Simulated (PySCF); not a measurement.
Correlation energy of Cl⁺ (chlorine, charge +1)

[Ne] 3s1 3p5, high-spin 3P determinant (an excited configuration). Computed with PySCF 2.14 in aug-cc-pwCVDZ (6s5p3d, 36 functions), with no relativity, point nucleus. Frozen: [Ne]; 6 electrons correlated.

```
  level  correlation energy (mhartree)
   CCSD                        -213.63
    (T)                          -9.59
CCSD(T)                        -223.22
  CCSDT                        -224.18
```

Diagnostics: T1 = 0.016, D1 = 0.0317, largest double amplitude 0.205.

Task: Is a single reference adequate?

Result: Not fully. A double-excitation amplitude exceeds 0.15, a sign of near-degeneracy.
